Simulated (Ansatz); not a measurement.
`C[CH](C)[GeH3]` + `C[SeH]` → `C[Se][GeH3]` + `CCC` at 600 K and 1 bar (ligand exchange at a Ge–C bond).

Gas-phase electronic energies from Ansatz, PBE0-D4/def2-TZVP geometries. CBS: MP2 limit from def2 TZ/QZ plus the TZ coupled-cluster correction, frozen cores. For Ge, Se outer-core shells are correlated without core-valence functions, which leaves a few kJ/mol of doubt a bond. Scalar relativity is left out up to krypton.

| species | CCSD(T)/CBS energy (Eh) | H − E (kJ/mol) | S (J/(mol·K)) |
| --- | --- | --- | --- |
| `C[CH](C)[GeH3]` | -2196.28589 | 372.0 | 442.0 |
| `C[SeH]` | -2441.15625 | 149.5 | 312.9 |
| `C[Se][GeH3]` | -4518.49012 | 213.6 | 418.1 |
| `CCC` | -118.98051 | 315.9 | 335.6 |

H − E and S are ideal-gas, rigid-rotor, harmonic terms from PBE0-D4/def2-TZVP. 1 Eh = 2625.50 kJ/mol, R = 8.31446 J/(mol·K).

Q: By hand: ΔE, ΔH, ΔS and ΔG.

A: ΔE = (-4518.49012) + (-118.98051) − (-2196.28589) − (-2441.15625) = -0.02849 Eh = -74.8 kJ/mol. Δ(H − E) = 213.6 + 315.9 − 372.0 − 149.5 = 8.0, so ΔH = -66.8 kJ/mol. ΔS = 418.1 + 335.6 − 442.0 − 312.9 = -1.2 J/(mol·K). ΔG = -66.8 − 600 × (-1.2)/1000 = -66.1 kJ/mol.

Q: By hand: the equilibrium constant, and the temperature at which ΔG would vanish if ΔH and ΔS stayed fixed.

A: log₁₀ K = −ΔG/(RT ln 10) = 5.8. ΔG = 0 at ΔH/ΔS = 55667 K, far beyond where these terms or the molecules hold.

The number of gas molecules stays the same, so ΔS is small and ΔH decides. A doubt of 5 kJ/mol in ΔE shifts log₁₀ K by 0.4 here. These are equilibria of isolated gas molecules and say nothing of rates. Largest T1 diagnostic: 0.010 (customary marks: 0.02 for closed shells, 0.045 for open ones).
